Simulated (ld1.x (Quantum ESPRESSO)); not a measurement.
**Pseudopotential generation for phosphorus (P): TM, PBE, scalar-relativistic.**

Input for ld1.x (Quantum ESPRESSO) 7.5:

```
&input
   title='P', zed=15., rel=1, dft='PBE', iswitch=3,
   config='[Ne] 3s2 3p3 3d-2',
   nld=3, rlderiv=1.40, eminld=-3.0, emaxld=5.0, deld=0.02
 /
 &inputp
   pseudotype=2, tm=.true., lloc=-1, rcloc=0.95,
   nlcc=.true., rcore=0.55,
   file_pseudopw='P.UPF', file_wfcaegen='ae.wfc', file_wfcncgen='nc.wfc', file_beta='beta', file_chi='chi'
 /
3
3S  1  0   2.00   0.00  1.15  1.15  0.0
3P  2  1   3.00   0.00  1.30  1.30  0.0
3D  3  2  -2.00   0.25  1.15  1.15  0.0
 &test
   configts(1)='3s2 3p3'
 /
```

Command:

```bash
ld1.x < P.in > P.out
```

Output (shortened: banner, matrices, multipoles, cross overlaps and the repeated all-electron block are left out):

```
Program LD1 v.7.5
     --------------------------- All-electron run ----------------------------

     P
     scalar relativistic calculation

     atomic number is 15.00
     dft =PBE   lsd =0 sic =0 latt =0  beta=0.20 tr2=1.0E-14
     Exchange-correlation= PBE
                           (   1   4   3   4   0   0   0)
     mesh =1147 r(mesh) = 101.18493 a.u. xmin = -7.00 dx = 0.01250
     1 Ry =  13.60569312 eV, c = 137.03599908

     n l     nl                  e(Ry)          e(Ha)          e(eV)
     1 0     1S 1( 2.00)      -153.1838       -76.5919     -2084.1715
     2 0     2S 1( 2.00)       -12.7881        -6.3941      -173.9915
     2 1     2P 1( 6.00)        -9.1501        -4.5751      -124.4937
     3 0     3S 1( 2.00)        -1.0267        -0.5134       -13.9693
     3 1     3P 1( 3.00)        -0.4047        -0.2024        -5.5068

     final scf error:  5.1E-15 reached in  24 iterations

     Etot =    -683.805637 Ry,    -341.902819 Ha,   -9303.649656 eV

     Ekin =     685.944791 Ry,     342.972395 Ha,    9332.754320 eV
     Encl =   -1630.856241 Ry,    -815.428120 Ha,  -22188.929539 eV
     Eh   =     307.091979 Ry,     153.545990 Ha,    4178.199232 eV
     Exc  =     -45.986166 Ry,     -22.993083 Ha,    -625.673668 eV

     normalization and overlap integrals

     s(1S/1S) =  1.000000  <r> =   0.1036  <r2> =    0.0144  r(max) =   0.0675
     s(2S/2S) =  1.000000  <r> =   0.5197  <r2> =    0.3221  r(max) =   0.4187
     s(2P/2P) =  1.000000  <r> =   0.4853  <r2> =    0.2957  r(max) =   0.3559
     s(3S/3S) =  1.000000  <r> =   1.8959  <r2> =    4.1855  r(max) =   1.5753
     s(3P/3P) =  1.000000  <r> =   2.3728  <r2> =    6.7870  r(max) =   1.8302

     ------------------------ End of All-electron run ------------------------

     --------------------- Generating NC pseudopotential ---------------------

      Generating local potential from pseudized AE potential:
      Matching radius rcloc =   0.9500

      Local pseudo, rcloc= 0.944 Estimated cut-off energy=    27.16 Ry

      Computing core charge for nlcc:

       r > 0.55 : true rho core
       r < 0.55 : rho core = a sin(br)/r    a=  30.58  b=   4.34

      Integrated core pseudo-charge :   6.68

      Wfc   3S  rcut= 1.153  Using Troullier-Martins method

      Wfc   3P  rcut= 1.306  Using Troullier-Martins method

      Wfc   3D  rcut= 1.153  Using Troullier-Martins method

     ------------------- End of pseudopotential generation -------------------

     Computing logarithmic derivative in   1.39895
     Computing logarithmic derivative in   1.39895
     Computing the partial wave expansion
     R is outside the sphere for l=    0 j= 0.00
     R is outside the sphere for l=    1 j= 0.00
     R is outside the sphere for l=    2 j= 0.00

     ---------------------- Testing the pseudopotential ----------------------

     P
     scalar relativistic calculation

     atomic number is 15.00   valence charge is  5.00
     dft =PBE   lsd =0 sic =0 latt =0  beta=0.20 tr2=1.0E-14
     mesh =1147 r(mesh) = 101.18493 xmin = -7.00 dx = 0.01250

     n l     nl             e AE (Ry)        e PS (Ry)    De AE-PS (Ry)
     1 0     3S   1( 2.00)       -1.02672       -1.02672       -0.00001
     2 1     3P   1( 3.00)       -0.40475       -0.40474       -0.00001

     eps = 7.2E-15  iter =  4

     Etot =    -683.805637 Ry,    -341.902819 Ha,   -9303.649656 eV
     Etotps =   -29.115007 Ry,     -14.557504 Ha,    -396.129854 eV

     Ekin =       4.648696 Ry,       2.324348 Ha,      63.248728 eV
     Encl =     -27.751222 Ry,     -13.875611 Ha,    -377.574616 eV
     Ehrt =      10.406271 Ry,       5.203136 Ha,     141.584534 eV
     Ecxc =     -19.583538 Ry,      -9.791769 Ha,    -266.447606 eV
     (Ecc =     -16.208482 Ry,      -8.104241 Ha,    -220.527637 eV)
     Epseu=       3.164786 Ry,       1.582393 Ha,      43.059107 eV

     ---------------------- End of pseudopotential test ----------------------
```

Generation and configuration tests took about 0.99 s on one core of a shared server CPU.
